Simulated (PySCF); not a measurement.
# Computed properties of Sn(OMe)(SH) (CH₄OSSn), SMILES C[O][Sn][SH]

Sn(OMe)(SH) (CH₄OSSn), SMILES C[O][Sn][SH] (connectivity only; charge and spin as stated), neutral, multiplicity 1. Coordinates come from a B3LYP-D3(BJ)/def2-SVP optimisation. The structure was generated by enumeration; whether it is a known compound was not checked. The def2 effective core potentials stand for the cores of Sn; spin–orbit coupling is left out. The values are those of a single conformer. All values are computed for the isolated molecule unless a solvent is named; none is compared with measurement here.

**Structure.** All 18 harmonic modes at B3LYP-D3(BJ)/def2-SVP (PySCF) are real, so it is a minimum. With heavy atoms numbered as in [Sn:1]([O:2][CH3:3])[SH:7], the shortest bond between them is O2–C3 at 1.404 Å and the longest Sn1–S7 at 2.494 Å.

**Vibrations.** The strongest infrared lines (harmonic, unscaled, degenerate partners summed) lie at 1112 cm⁻¹ (191 km/mol, O 49 %, C 44 %), 2966 cm⁻¹ (77 km/mol, H 97 %), 519 cm⁻¹ (61 km/mol, O 66 %, Sn 14 %, C 13 %). The softest mode is at 43 cm⁻¹ and the zero-point energy is 31.3 kcal/mol.

**Electronic structure.** CAM-B3LYP/def2-TZVP (PySCF) places the frontier levels at -8.51 and -1.46 eV, a gap of 7.05 eV, and gives a dipole moment of 1.99 D and a mean polarisability of 76.6 bohr³. PBE/def2-TZVP (PySCF) at the same geometry gives -6.16 and -2.96 eV, so its gap is 3.85 eV narrower. An orbital gap is neither the optical nor the fundamental gap.

**Excitations.** TDA-CAM-B3LYP/def2-SVPD (PySCF) has S1 at 4.00 eV (310 nm, f = 0.036, weak); the most intense of the 10 singlets computed lies at 6.06 eV (f = 0.16). T1 (TDA) is at 2.99 eV, 1.01 eV under S1. TDA-PBE/def2-SVPD (PySCF) puts S1 at 3.67 eV. No vertical singlet excitation falls in the visible range (under 3.1 eV).
